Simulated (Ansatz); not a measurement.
Ga₂H₆O₂, SMILES `[OH+]1[GaH2-][OH+][GaH2-]1`. Charge 0, multiplicity 1. All single points use the PBE0-D4/def2-TZVP geometry.

```xyz
10

O     0.693    0.320   -1.040
Ga    0.850   -1.194    0.199
O    -0.694   -0.321    1.038
Ga   -0.849    1.194   -0.199
H     0.570    0.079   -1.960
H     2.075   -0.998    1.150
H     0.403   -2.480   -0.570
H    -0.574   -0.083    1.959
H    -2.075    1.004   -1.150
H    -0.398    2.478    0.572
```

Problem. What is the dipole moment at B3LYP/def2-TZVPP? (Estimate.)

Solution. The calculation gave: 0.01 D, zero by symmetry or nearly so.

Problem. Give the Mulliken charges with B3LYP, r2SCAN, ωB97M-V in def2-TZVPP. (Estimate.)

Solution. Ansatz gave: 
```tsv
atom	B3LYP	r2SCAN	ωB97M-V
O1	-0.35	-0.37	-0.37
Ga2	0.33	0.35	0.29
O3	-0.35	-0.37	-0.37
Ga4	0.33	0.35	0.29
H5	0.17	0.19	0.17
H6	-0.08	-0.09	-0.05
H7	-0.08	-0.09	-0.05
H8	0.17	0.19	0.17
H9	-0.08	-0.09	-0.05
H10	-0.08	-0.09	-0.05
```

B3LYP here is the variant with VWN-RPA as its local correlation; programs differ in this.
